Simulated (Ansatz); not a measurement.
Ideal-gas functions of H₃NS₂Sn, SMILES `[NH2][SnH]1[S][S]1` at 800 K and 1 bar, from an Ansatz frequency run at PBE0-D4/def2-TZVP.

Molar mass 199.88 g/mol, point group C1 (symmetry number 1), electronic degeneracy 1, moments of inertia 115.016, 283.267, 321.679 u Å². Harmonic wavenumbers (cm⁻¹, unscaled): 115, 132, 192, 330, 342, 447, 493, 520, 554, 659, 870, 1559, 1993, 3544, 3646.

Use S(trans) = R[1.5 ln M + 2.5 ln T − 1.1517]; rotational temperatures θ = 24.2544 K / I; S(rot) = R[ln(√π/σ · √(T³/θAθBθC)) + 1.5]; for each mode x = 1.438777 ν̃/T, S = R[x/(eˣ − 1) − ln(1 − e⁻ˣ)] and H = RT x/(eˣ − 1); 1 cm⁻¹ = 0.0119627 kJ/mol; R = 8.31446 J/(mol·K).

**Question.** By hand: the entropy, in J/(mol·K).

**Answer.** Translation 195.4. Rotation: θ = 0.2109, 0.0856, 0.0754 K, giving 128.0. Vibration, mode by mode: 21.43, 20.29, 17.20, 12.77, 12.49, 10.35, 9.58, 9.17, 8.68, 7.37, 5.39, 2.02, 1.08, 0.10, 0.09, in all 138.0. Electronic 0.0. Sum 461.4 J/(mol·K).

**Question.** By hand: H − E and G − E in kJ/mol, counted from the electronic energy.

**Answer.** Zero-point energy ½ × 15396 × 0.0119627 = 92.1; thermal vibration 51.7; translation, rotation and pV give 4 RT = 26.6. H − E = 170.4 kJ/mol, and G − E = 170.4 − 800 × 461.4/1000 = -198.7 kJ/mol.

Vibration gives 30 % of the entropy, 41.7 J/(mol·K) of it from the modes under 150 cm⁻¹: soft modes count most, and the harmonic formula is weakest for them. The sum counts one conformer and one mirror image; others add a mixing term.
